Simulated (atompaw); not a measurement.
An all-electron radial function and its pseudo partner (niobium (Nb))

Columns: radius, all-electron u(r) and pseudo u(r) of the 4s shell (level -58.39 eV) of niobium in the configuration [Ar] 3d10 4s2 4p6 4d4 5s1 5p0; PBE, scalar-relativistic, PAW (atompaw) scheme, atompaw 4.2.0.5.

| r (bohr) | all-electron | pseudo |
| --- | --- | --- |
| 0.075 | 0.2703 | 0.1613 |
| 0.150 | 0.2251 | 0.3192 |
| 0.225 | -0.2596 | 0.4703 |
| 0.300 | -0.5490 | 0.6117 |
| 0.375 | -0.5392 | 0.7406 |
| 0.450 | -0.3266 | 0.8545 |
| 0.525 | -0.0253 | 0.9516 |
| 0.600 | 0.2837 | 1.0304 |
| 0.675 | 0.5552 | 1.0903 |
| 0.750 | 0.7694 | 1.1309 |
| 0.825 | 0.9227 | 1.1525 |
| 0.900 | 1.0195 | 1.1559 |
| 0.975 | 1.0678 | 1.1425 |
| 1.050 | 1.0768 | 1.1139 |
| 1.125 | 1.0558 | 1.0723 |
| 1.200 | 1.0132 | 1.0198 |
| 1.275 | 0.9560 | 0.9589 |
| 1.350 | 0.8900 | 0.8922 |
| 1.425 | 0.8193 | 0.8218 |
| 1.500 | 0.7475 | 0.7502 |
| 1.575 | 0.6768 | 0.6793 |
| 1.650 | 0.6090 | 0.6109 |
| 1.725 | 0.5451 | 0.5461 |
| 1.800 | 0.4857 | 0.4861 |
| 1.875 | 0.4310 | 0.4311 |
| 1.950 | 0.3812 | 0.3812 |

Task: How many radial nodes do the two functions have?

Result: The all-electron 4s function has n − l − 1 = 3 (the table is too coarse to show those close to the nucleus); the pseudo-wave has 0, since the states of the same l below it are removed with the core.

Task: Is the pseudo-wave norm-conserving?

Result: No, it belongs to a PAW set: the norm inside the radius is not constrained, and the difference is carried by the augmentation charge.
